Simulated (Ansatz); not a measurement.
Stepwise reaction of `F[SiH3]` with ammonia, as a gas-phase model of exchange steps in deposition or etching. ΔE in kJ/mol; ΔG adds harmonic PBE0-D4 terms to CCSD(T)/CBS, at 1 bar.

Isolated molecules relaxed with PBE0-D4/def2-TZVP in Ansatz; ΔE leaves out vibrations. CCSD(T)/CBS adds triple-zeta CCSD(T) − MP2 to the extrapolated MP2 energy (def2 sets, frozen cores). This one scheme is used for every species. DFT in def2-TZVPP. B3LYP here is the variant with VWN-RPA as its local correlation; programs differ in this. Each species was taken in one conformer, which may not be the lowest.

```csv
step,reaction,PBE-D4,B3LYP-D4,ωB97M-V,CCSD(T)/CBS,ΔG(500 K)
1,`F[SiH3]` + NH₃ → `N[SiH2]F` + H₂,-51.8,-53.0,-55.1,-53.2,-57.3
2,`N[SiH2]F` + NH₃ → `N[SiH](N)F` + H₂,-49.4,-52.6,-53.9,-53.3,-52.0
```

Task: Give the row of step 3, `N[SiH](N)F` + NH₃ → `N[Si](N)(N)F` + H₂. (An estimate is asked.)

Result: Ansatz gave: 
```
step                                  reaction  PBE-D4  B3LYP-D4  ωB97M-V  CCSD(T)/CBS  ΔG(500 K)
   3  `N[SiH](N)F` + NH₃ → `N[Si](N)(N)F` + H₂   -42.1     -46.2    -47.3        -45.0      -58.0
```

Task: By hand: ΔE of the 3 steps together at CCSD(T)/CBS.

Result: (-53.2) + (-53.3) + (-45.0) = -151.5 kJ/mol, or -50.5 kJ/mol a step.

In ΔE step 2 is the lowest and step 3 the highest. All are downhill at CCSD(T)/CBS. ΔG lies between -58.0 and -52.0 kJ/mol a step. PBE-D4 differs from CCSD(T)/CBS by 1.4 to 3.9 kJ/mol a step. Isolated molecules leave out the surface, adducts and barriers. Largest T1 diagnostic: 0.011.
